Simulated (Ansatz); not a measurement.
```xyz
10

Si    1.4379   -0.4124   -0.4099
N    -0.2621   -0.3192   -0.3328
Si   -1.2342    0.6020    0.7212
Ag   -1.2607   -1.2133   -1.8901
H     1.9037   -1.8209   -0.5885
H     2.0303    0.3510   -1.5518
H     2.0401    0.1239    0.8465
H    -2.3949   -0.1891    1.2308
H    -0.4307    1.0617    1.8925
H    -1.8295    1.8164    0.0821
```

The species carries charge 0 and has multiplicity 1. Ag takes the def2 core potential.

(1) List the PBE/def2-TZVPP orbital energies in eV (Ansatz). (Estimate.)

Answers

(1) Ansatz gave: Occupied: -1779.26, -1779.26, -379.84, -136.96, -136.96, -98.07, -93.70, -93.70, -93.68, -93.68, -93.68, -93.68, -60.90, -60.76, -60.72, -19.64, -13.18, -11.86, -9.87, -9.35, -9.00, -8.41, -8.33, -8.22, -8.06, -7.97, -7.70, -7.56, -6.39, -5.46. Lowest empty: -3.94, -1.00, -0.77, -0.26, 0.62, 1.08, 1.16, 1.50.
